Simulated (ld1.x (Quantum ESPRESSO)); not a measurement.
## u(r) = r·R(r): atom against pseudo-atom (chlorine (Cl))

Columns: radius, all-electron u(r) and pseudo u(r) of the 3s shell (level -23.39 eV) of chlorine in the configuration [Ne] 3s2 3p4.75; PBE, scalar-relativistic, ultrasoft scheme, ld1.x (Quantum ESPRESSO) 7.5.

```
r (bohr)  all-electron  pseudo
   0.078        0.1749  0.0857
   0.155       -0.1474  0.1695
   0.232       -0.3781  0.2520
   0.310       -0.4381  0.3333
   0.388       -0.3638  0.4118
   0.465       -0.2137  0.4857
   0.542       -0.0305  0.5553
   0.620        0.1595  0.6209
   0.698        0.3361  0.6808
   0.775        0.4879  0.7337
   0.852        0.6141  0.7799
   0.930        0.7154  0.8192
   1.008        0.7913  0.8506
   1.085        0.8432  0.8735
   1.162        0.8749  0.8878
   1.240        0.8897  0.8936
   1.318        0.8898  0.8904
   1.395        0.8784  0.8784
   1.472        0.8579  0.8579
   1.550        0.8302  0.8302
   1.628        0.7973  0.7973
   1.705        0.7612  0.7612
   1.782        0.7230  0.7230
   1.860        0.6830  0.6830
   1.938        0.6425  0.6425
   2.015        0.6029  0.6029
```

(1) How many radial nodes do the two functions have?

(2) At about which radius was the pseudo-wave matched?

(3) Is the pseudo-wave norm-conserving?

## Answers

(1) The all-electron 3s function has n − l − 1 = 2; the pseudo-wave has 0, since the states of the same l below it are removed with the core.

(2) 1.40 bohr, where the columns begin to agree (steps of 0.08 bohr).

(3) No, it belongs to an ultrasoft set: the norm inside the radius is not constrained, and the difference is carried by the augmentation charge.
